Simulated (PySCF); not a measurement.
# Electric field gradients and quadrupole coupling constants

C7H8FOP.
Geometry (GFN2-xTB, Å), atoms numbered from 1 in this order:
```xyz
18
C7H8FOP angstrom
C      2.9396   -1.0454   -1.5991
C      2.4664   -0.5681   -0.6021
P      1.9588    0.1426    0.9375
C      0.5622   -1.0581    1.2635
C     -0.5406   -0.6199    0.3529
F     -1.5643   -1.5041    0.1890
C     -0.4693    0.5944   -0.1888
O     -1.3125    1.2601   -1.0152
C     -2.4987    0.6053   -1.4129
C      0.7547    1.3761    0.2047
H      3.3071   -1.4672   -2.4894
H      0.2523   -1.0072    2.3137
H      0.8758   -2.0848    1.0578
H     -3.0148    1.3026   -2.0703
H     -3.1331    0.3728   -0.5537
H     -2.2788   -0.3179   -1.9549
H      1.1908    1.8871   -0.6556
H      0.4955    2.1382    0.9464
```

Field gradients from the PBE0/pcSseg-1 density (PySCF, non-relativistic), principal values in atomic units, ordered |Vxx| ≤ |Vyy| ≤ |Vzz|:

```csv
atom,Vxx,Vyy,Vzz
O8,-0.2493,-1.6824,1.9317
```

**Question.** Find the asymmetry η = (Vxx − Vyy)/Vzz and the couplings χ = eQV/h (234.96 MHz × Q in barn × V in au), with Q(17O) = −0.0256 b.

**Answer.** 
```csv
atom,environment,nucleus,η,χzz (MHz),χxx (MHz),χyy (MHz)
O8,ether oxygen,17O,0.74,-11.62,1.50,10.12
```

**Question.** What is Vzz at O8 in SI units (1 au = 9.71736 × 10²¹ V/m²)?

**Answer.** 1.9317 au = 18.771 × 10²¹ V/m².

**Question.** And the gradient at the other heavy atoms, for which no coupling is worked out here?

**Answer.** 
```
atom                     environment  Vzz (au)     η
  C1          terminal alkyne carbon    -0.321  0.35
  C2                   alkyne carbon    -0.285  0.10
  P3            phosphine phosphorus    -1.511  0.21
  C4  sp3 carbon bound to phosphorus     0.101  0.71
  C5              vinylic C–F carbon     0.496  0.21
  F6                  vinyl fluorine     3.016  0.06
  C7   vinylic carbon bearing oxygen    -0.253  0.70
  C9                  methoxy carbon     0.449  0.04
 C10  sp3 carbon bound to phosphorus     0.106  0.77
```

**Question.** What couplings would deuterons (Q(2H) = 0.00286 b) have in place of the hydrogens, at this geometry?

**Answer.** 
| atom | bonded to | bond length (Å) | Vzz (au) | η | χzz (kHz) |
| --- | --- | --- | --- | --- | --- |
| H11 | C1 | 1.052 | 0.3899 | 0.01 | 262 |
| H12 | C4 | 1.096 | 0.2983 | 0.01 | 200 |
| H13 | C4 | 1.093 | 0.3014 | 0.02 | 203 |
| H14 | C9 | 1.088 | 0.3048 | 0.08 | 205 |
| H15 | C9 | 1.093 | 0.2936 | 0.09 | 197 |
| H16 | C9 | 1.093 | 0.2936 | 0.09 | 197 |
| H17 | C10 | 1.092 | 0.3041 | 0.02 | 204 |
| H18 | C10 | 1.095 | 0.3012 | 0.01 | 202 |

Geometry: GFN2-xTB, one conformer, isolated molecule. GFN2-xTB bond lengths can be off by several hundredths of an ångström, more for odd bonds, and the gradients follow them. A larger basis could move these couplings by a tenth or more.
